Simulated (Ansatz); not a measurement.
Ansatz (an electronic-structure program) input file for C3H12Si3, SMILES C=CC([SiH3])([SiH3])[SiH3], PBE0-D3(BJ)/def2-SVP. 

Ansatz 0.2 input:
```yaml
crystal:
  periodic: [false, false, false]
  atoms:
    - {symbol: C, position_ang: [2.23239427, -1.33228060, -0.00000002]}
    - {symbol: C, position_ang: [0.88413004, -1.31283879, -0.00000002]}
    - {symbol: C, position_ang: [-0.01916163, -0.10214797, -0.00000000]}
    - {symbol: Si, position_ang: [-1.13952082, -0.18863431, 1.54908312]}
    - {symbol: Si, position_ang: [0.89795149, 1.57071332, 0.00000002]}
    - {symbol: Si, position_ang: [-1.13952082, -0.18863428, -1.54908313]}
    - {symbol: H, position_ang: [2.78070352, -2.28641245, -0.00000003]}
    - {symbol: H, position_ang: [2.84119848, -0.41304424, -0.00000001]}
    - {symbol: H, position_ang: [0.36025170, -2.28962933, -0.00000003]}
    - {symbol: H, position_ang: [-2.15972512, 0.91744502, 1.52353306]}
    - {symbol: H, position_ang: [-1.85507688, -1.51383243, 1.57080138]}
    - {symbol: H, position_ang: [-0.30490126, -0.06566759, 2.79462141]}
    - {symbol: H, position_ang: [1.76393881, 1.70517452, 1.22399247]}
    - {symbol: H, position_ang: [-0.11953870, 2.67822488, 0.00000004]}
    - {symbol: H, position_ang: [1.76393880, 1.70517456, -1.22399243]}
    - {symbol: H, position_ang: [-1.85507688, -1.51383239, -1.57080141]}
    - {symbol: H, position_ang: [-0.30490127, -0.06566752, -2.79462141]}
    - {symbol: H, position_ang: [-2.15972513, 0.91744506, -1.52353303]}
basis:
  gaussian:
    orbitals: def2-SVP
hamiltonian:
  xc: pbe0
  dispersion: d3bj
relax: {f_tol: 0.002, max_steps: 200}
```

Output:

```
WARN ansatz: RAYON_NUM_THREADS=2 ignored (pool sized by the plan → 2); use --threads N
Functional definition: PBE0
integrals: 0.17 GiB planned
1694 factors; integrals over basis functions are off by at most 4.5e-4 eV
mean field: 1.17 GiB planned
mean field evaluation 1: about -26909.3689 eV, gradient 4.5e1 eV
mean field evaluation 2: about -26905.5105 eV, gradient 5.7e1 eV
mean field evaluation 4: about -26914.6354 eV, gradient 4.8e0 eV
mean field evaluation 8: about -26914.7100 eV, gradient 6.0e-2 eV
mean field evaluation 16: about -26914.7100 eV, gradient 3.9e-5 eV
mean field -26914.70997714 eV, -989.0973482143 hartree, gradient 3.9e-5 eV, S^2 0.000000; 0 other end points of the search recorded, 0 dependent functions left out
the calculation of the forces begins
reference -26914.71001209 eV, -989.0973494985 hartree; 36, 36 occupied and 120, 120 virtual orbitals, 1694 factors
relax step   1: F+E_penalty+E_count = -26915.22508307 eV  Δ(F+E_penalty+E_count) = +0.000e0 eV  max|allowed force component| = 3.911e-1 eV/Å  Δτ_max = 0.0000 Å  (27 SCF iters, accepted)
these checks for a lower state are left out or cut short: starts, cluster_reference, orbital_swaps, neighbouring_geometries, increment
integrals: 0.17 GiB planned
1694 factors; integrals over basis functions are off by at most 4.3e-4 eV
mean field: 1.18 GiB planned
mean field -26914.72662089 eV, -989.0979598608 hartree, gradient 7.6e-6 eV, S^2 0.000000; 0 other end points of the search recorded, 0 dependent functions left out
the calculation of the forces begins
reference -26914.72665571 eV, -989.0979611404 hartree; 36, 36 occupied and 120, 120 virtual orbitals, 1694 factors
relax step   2: F+E_penalty+E_count = -26915.24425231 eV  Δ(F+E_penalty+E_count) = -1.917e-2 eV  max|allowed force component| = 6.102e-2 eV/Å  Δτ_max = 0.0209 Å  (31 SCF iters, accepted)
these checks for a lower state are left out or cut short: starts, cluster_reference, orbital_swaps, neighbouring_geometries, increment
integrals: 0.17 GiB planned
1694 factors; integrals over basis functions are off by at most 4.3e-4 eV
mean field: 1.18 GiB planned
mean field -26914.72697857 eV, -989.0979730051 hartree, gradient 2.6e-5 eV, S^2 0.000000; 0 other end points of the search recorded, 0 dependent functions left out
the calculation of the forces begins
reference -26914.72701335 eV, -989.0979742833 hartree; 36, 36 occupied and 120, 120 virtual orbitals, 1694 factors
relax step   3: F+E_penalty+E_count = -26915.24559715 eV  Δ(F+E_penalty+E_count) = -1.345e-3 eV  max|allowed force component| = 2.608e-2 eV/Å  Δτ_max = 0.0081 Å  (24 SCF iters, accepted)
these checks for a lower state are left out or cut short: starts, cluster_reference, orbital_swaps, neighbouring_geometries, increment
integrals: 0.17 GiB planned
1694 factors; integrals over basis functions are off by at most 4.3e-4 eV
mean field: 1.18 GiB planned
mean field evaluation 32: about -26914.7099 eV, gradient 1.7e-1 eV
mean field -26914.72701410 eV, -989.0979743111 hartree, gradient 5.7e-5 eV, S^2 0.000000; 0 other end points of the search recorded, 0 dependent functions left out
the calculation of the forces begins
reference -26914.72704889 eV, -989.0979755893 hartree; 36, 36 occupied and 120, 120 virtual orbitals, 1694 factors
relax step   4: F+E_penalty+E_count = -26915.24565607 eV  Δ(F+E_penalty+E_count) = -5.892e-5 eV  max|allowed force component| = 4.175e-3 eV/Å  Δτ_max = 0.0020 Å  (21 SCF iters, accepted)
these checks for a lower state are left out or cut short: starts, cluster_reference, orbital_swaps, neighbouring_geometries, increment
integrals: 0.17 GiB planned
1694 factors; integrals over basis functions are off by at most 4.3e-4 eV
mean field: 1.18 GiB planned
mean field -26914.72704638 eV, -989.0979754974 hartree, gradient 1.5e-5 eV, S^2 0.000000; 0 other end points of the search recorded, 0 dependent functions left out
the calculation of the forces begins
reference -26914.72708117 eV, -989.0979767757 hartree; 36, 36 occupied and 120, 120 virtual orbitals, 1694 factors
relax step   5: F+E_penalty+E_count = -26915.24566535 eV  Δ(F+E_penalty+E_count) = -9.286e-6 eV  max|allowed force component| = 2.498e-3 eV/Å  Δτ_max = 0.0008 Å  (20 SCF iters, accepted)
these checks for a lower state are left out or cut short: starts, cluster_reference, orbital_swaps, neighbouring_geometries, increment
integrals: 0.17 GiB planned
1694 factors; integrals over basis functions are off by at most 4.3e-4 eV
mean field: 1.18 GiB planned
mean field -26914.72706978 eV, -989.0979763571 hartree, gradient 1.7e-5 eV, S^2 0.000000; 0 other end points of the search recorded, 0 dependent functions left out
the calculation of the forces begins
reference -26914.72710457 eV, -989.0979776356 hartree; 36, 36 occupied and 120, 120 virtual orbitals, 1694 factors
relax step   6: F+E_penalty+E_count = -26915.24567039 eV  Δ(F+E_penalty+E_count) = -5.037e-6 eV  max|allowed force component| = 8.059e-4 eV/Å  Δτ_max = 0.0015 Å  (20 SCF iters, accepted)
integrals: 0.17 GiB planned
1694 factors; integrals over basis functions are off by at most 4.3e-4 eV
mean field: 1.18 GiB planned
mean field -26914.72706978 eV, -989.0979763571 hartree, gradient 1.7e-5 eV, S^2 0.000000; 1 other end points of the search recorded, 0 dependent functions left out
the calculation of the forces begins
reference -26914.72710457 eV, -989.0979776356 hartree; 36, 36 occupied and 120, 120 virtual orbitals, 1694 factors
Total energy: -26915.24570518 eV, -989.1170358565 hartree
Atom 0 at     2.216303    -1.322329     0.000000 Å, force    -0.000018    -0.000387     0.000000 eV/Å
Atom 1 at     0.879026    -1.304549    -0.000000 Å, force     0.000155     0.000736     0.000000 eV/Å
Atom 2 at    -0.022975    -0.099832    -0.000000 Å, force    -0.000708     0.000806    -0.000000 eV/Å
Atom 3 at    -1.131316    -0.188999     1.542000 Å, force     0.000119    -0.000084    -0.000030 eV/Å
Atom 4 at     0.893468     1.559849     0.000000 Å, force    -0.000270    -0.000046    -0.000000 eV/Å
Atom 5 at    -1.131316    -0.188999    -1.542000 Å, force     0.000119    -0.000084     0.000030 eV/Å
Atom 6 at     2.760575    -2.269637    -0.000000 Å, force    -0.000304     0.000328    -0.000000 eV/Å
Atom 7 at     2.821418    -0.410260     0.000000 Å, force     0.000010     0.000070     0.000000 eV/Å
Atom 8 at     0.362407    -2.275909    -0.000000 Å, force    -0.000334    -0.000153     0.000000 eV/Å
Atom 9 at    -2.144582     0.909924     1.520829 Å, force    -0.000074    -0.000284     0.000193 eV/Å
Atom 10 at    -1.842281    -1.505079     1.564001 Å, force     0.000060     0.000061     0.000020 eV/Å
Atom 11 at    -0.299871    -0.067017     2.777436 Å, force     0.000422    -0.000255     0.000115 eV/Å
Atom 12 at     1.753835     1.691757     1.215796 Å, force     0.000017    -0.000154     0.000080 eV/Å
Atom 13 at    -0.114434     2.663050     0.000000 Å, force     0.000379     0.000079    -0.000000 eV/Å
Atom 14 at     1.753835     1.691757    -1.215796 Å, force     0.000017    -0.000154    -0.000080 eV/Å
Atom 15 at    -1.842281    -1.505079    -1.564001 Å, force     0.000060     0.000061    -0.000020 eV/Å
Atom 16 at    -0.299871    -0.067017    -2.777436 Å, force     0.000422    -0.000255    -0.000115 eV/Å
Atom 17 at    -2.144582     0.909924    -1.520829 Å, force    -0.000074    -0.000284    -0.000193 eV/Å
Dipole moment:     0.054584    -0.088134    -0.000000 e Å
```

Self-consistency was reached.
